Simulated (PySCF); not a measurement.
## From a computed spectrum to the compound

A species of 9 atoms with charge 3 has these harmonic modes (BP86, small Gaussian bases with core potentials, PySCF 2.14.0):

```
cm⁻¹  km/mol  symmetry
  -6       –       a''
  10     0.2        a'
  50     2.6        a'
 199     0.0        a'
 210     0.6       a''
 394     1.4       a''
 397     0.0       a''
 399     8.7        a'
 412     2.5        a'
 873    70.2       a''
 887     4.3        a'
1002     0.6       a''
1005     0.1       a''
1005     1.1        a'
1005     1.9        a'
2325   312.2       a''
2329    29.5        a'
2360     5.9       a''
2361   178.5        a'
2369    21.1       a''
2370   140.4        a'
```

(1) Which species is it, and in which structure?

Results:

(1) [Dy(PH3)2]3+ (singlet in the valence; each metal's 4f electrons, 9 of them, lie in its core potential, out of spins and levels):
```xyz
9

Dy    0.0753   -0.4629    0.0000
P    -0.1774    1.0905    2.4697
H     1.0886    1.4144    3.0646
H    -0.8613    2.3429    2.3260
H    -0.8989    0.3766    3.4856
P    -0.1774    1.0905   -2.4697
H     1.0886    1.4144   -3.0646
H    -0.8989    0.3766   -3.4856
H    -0.8613    2.3429   -2.3260
```
 Negative wavenumbers this small are taken as noise. An lcecp potential fixes the number of 4f electrons, so in runs with it no electron can move into or out of that shell.
 Other answers can fit too; this one was computed.
